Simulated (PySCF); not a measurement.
C6H6P2.
SMILES with atom numbers: `[CH2:1]=[CH:2][c:3]1[cH:4][p:5][cH:6][cH:7][p:8]1` (hydrogens: H9, H10 on C1; H11 on C2; H12 on C4; H13 on C6; H14 on C7)

Structure used (PBE0-D3(BJ)/def2-SVP), in Å, numbered top down from 1:
```
atom  x, y, z in Å
C1    -2.7765   -0.1498   -0.1453
C2    -1.7460    0.4554    0.4586
C3    -0.3103    0.2471    0.1938
C4     0.1178   -0.5046   -0.9034
P5     1.7122   -0.9339   -1.4281
C6     2.7286   -0.1725   -0.2372
C7     2.3410    0.5963    0.8480
P8     0.7405    1.0251    1.3715
H9    -3.8041    0.0824    0.1426
H10   -2.6446   -0.8976   -0.9322
H11   -1.9672    1.1759    1.2557
H12   -0.6673   -0.8970   -1.5626
H13    3.8052   -0.3230   -0.3875
H14    3.1390    1.0043    1.4823
```

Method: core-valence-separated Tamm–Dancoff BHandHLYP/aug-pcX-1 (pcseg-1 on H, def2-SVPD on P) in PySCF, non-relativistic, gas phase, PBE0-D3(BJ)/def2-SVP geometry. Absolute energies from this functional tend to lie a few eV below measured edges; no shift was applied.

The lowest roots of each edge with f over 0.003 (five at most, numbered afresh; weaker and dark ones are left out), with transition dipoles (au) in the frame of the coordinates:

```json
{"root": "1", "edge": "C", "E (eV)": "282.07", "f": "0.0544", "μx": "-0.0028", "μy": "0.0635", "μz": "-0.0619"}
{"root": "2", "edge": "C", "E (eV)": "282.23", "f": "0.0532", "μx": "0.0042", "μy": "0.0738", "μz": "-0.0473"}
{"root": "3", "edge": "C", "E (eV)": "282.34", "f": "0.0391", "μx": "-0.0029", "μy": "-0.0619", "μz": "0.0426"}
{"root": "4", "edge": "C", "E (eV)": "282.40", "f": "0.0820", "μx": "0.0038", "μy": "0.0894", "μz": "-0.0621"}
{"root": "5", "edge": "C", "E (eV)": "282.57", "f": "0.0441", "μx": "-0.0022", "μy": "-0.0674", "μz": "0.0427"}
```

Problem. Molecules are fixed in this frame and the field points along y. What effective strengths 3 f cos²θ do the roots have (θ between field and μ)?

Solution. root 1 (C1): 0.084, root 2 (C4): 0.113, root 3 (C6): 0.080, root 4 (C7): 0.166, root 5 (C3): 0.094. Root 4 is the strongest. Averaged over all orientations cos²θ is 1/3, which gives f back.

On an Arm Neoverse V1 with one thread, on a shared host, this took 36 s wall and 1.1 GiB of memory at its peak.

One conformer stands for the species.
